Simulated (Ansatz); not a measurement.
`[CH3][W](=[S])(=[S])[Cl]` and `[S]=[W](=[S])([Cl])[Cl]` differ in one atom or group.

Ansatz, PBE0-D4/def2-TZVP geometries, multiplicity 1. 

Elements past krypton have def2 core potentials.

```tsv
property	`[CH3][W](=[S])(=[S])[Cl]`
LUMO energy (ωB97M-V/def2-TZVPP) / eV	-1.19
LUMO energy (PBE/def2-TZVPP) / eV	-3.94
HOMO energy (PBE/def2-TZVPP) / eV	-6.34
HOMO–LUMO gap (ωB97M-V/def2-TZVPP) / eV	8.21
LUMO energy (PBE0/def2-TZVPP) / eV	-3.22
zero-point energy (PBE0-D4/def2-TZVP) / kJ/mol	105.9
```

(1) Give the same properties after the change, and the shifts. (An estimate is asked.)

## Answers

(1) Ansatz gave: 
```json
{"property": "LUMO energy (ωB97M-V/def2-TZVPP) / eV", "`[S]=[W](=[S])([Cl])[Cl]`": "-1.53", "shift": "-0.34"}
{"property": "LUMO energy (PBE/def2-TZVPP) / eV", "`[S]=[W](=[S])([Cl])[Cl]`": "-4.19", "shift": "-0.25"}
{"property": "HOMO energy (PBE/def2-TZVPP) / eV", "`[S]=[W](=[S])([Cl])[Cl]`": "-6.56", "shift": "-0.22"}
{"property": "HOMO–LUMO gap (ωB97M-V/def2-TZVPP) / eV", "`[S]=[W](=[S])([Cl])[Cl]`": "8.10", "shift": "-0.11"}
{"property": "LUMO energy (PBE0/def2-TZVPP) / eV", "`[S]=[W](=[S])([Cl])[Cl]`": "-3.54", "shift": "-0.32"}
{"property": "zero-point energy (PBE0-D4/def2-TZVP) / kJ/mol", "`[S]=[W](=[S])([Cl])[Cl]`": "16.3", "shift": "-89.6"}
```

With PBE0 the HOMO falls by 0.24 eV and the LUMO falls by 0.32 eV, so the gap narrows by about 0.08 eV. PBE moves the HOMO by -0.22 eV and ωB97M-V by -0.23 eV. The zero-point energy changes by -89.6 kJ/mol with -9 modes.
